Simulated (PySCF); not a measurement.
## Polarisability and C₆ of Re (rhenium, neutral)

[Xe] 4f14 5d5 6s1 6p1, high-spin 8P determinant (an excited configuration). All numbers are calculated (PySCF 2.14, scalar relativity by spin-free X2C-1e, in ANO-RCC-VTZP). Coupled (time-dependent) response in atomic units; α is the mean over directions. The basis has no added diffuse functions, which lowers α and C₆.

| method | mean α (bohr³) | α xx, yy, zz | C₆ (like pair) | S(−4) |
| --- | --- | --- | --- | --- |
| MN15 | 36.63 | 37.09, 35.73, 37.09 | 343.3 | 524.0 |

S(−4) is the Cauchy moment in α(ω) = α(0) + S(−4) ω² + …

Spin-orbit coupling is absent.

α(iu) at MN15:

| u (hartree) | α(iu) (bohr³) |
| --- | --- |
| 0 | 36.63 |
| 0.0500 | 35.39 |
| 0.100 | 32.28 |
| 0.200 | 24.76 |
| 0.300 | 18.80 |
| 0.500 | 11.94 |
| 0.750 | 8.035 |
| 1.00 | 6.028 |
| 1.50 | 3.924 |
| 2.00 | 2.798 |
| 3.00 | 1.642 |
| 5.00 | 0.7823 |

A single London oscillator, α(iu) = α/(1 + u²/ω²), gives C₆ = (3/4) ω α². Matching the computed C₆ needs ω = 4 × 343.3 / (3 × 36.63²) = 0.341 hartree.

The components differ because the open shell of this determinant is not spherical; for a pure term their mean is the scalar polarisability.

Spin-orbit coupling, absent here, splits the open shell strongly.
